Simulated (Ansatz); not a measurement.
Na₃I₄⁻. The state is a singlet with charge -1. Geometry r2SCAN-D4/def2-SVPD; atoms count from 1.

```xyz
7

Na    0.840    0.327    1.862
Na   -1.801    0.887   -0.475
Na    0.750   -1.496   -1.209
I     3.192   -0.840    0.407
I    -1.302   -1.728    1.069
I    -0.764    2.844    1.549
I    -0.914    0.006   -3.204
```

In the def2 sets I takes a core potential; there is no spin–orbit coupling. Another isomer (singlet) lies 0.10 eV lower at PBE0-D4/def2-TZVPD; other spin states weren't run for this one.

Estimate the Mulliken populations from the PBE0/def2-TZVPD orbitals of Ansatz.


```csv
atom,charge (e)
Na1,0.39
Na2,0.39
Na3,0.39
I4,-0.53
I5,-0.59
I6,-0.53
I7,-0.53
```
Mulliken values and Mayer orders depend strongly on the basis. With diffuse functions, as here, like atoms can get unlike values, and bond orders can come out too low or too high.

And the Mayer bond orders between bonded heavy atoms (over 0.3)?

Na1–I4 0.39 (3.00 Å); Na1–I6 0.39 (3.00 Å); Na2–I6 0.39 (3.00 Å); Na2–I7 0.39 (3.00 Å); Na3–I4 0.39 (3.00 Å); Na3–I7 0.39 (3.00 Å).
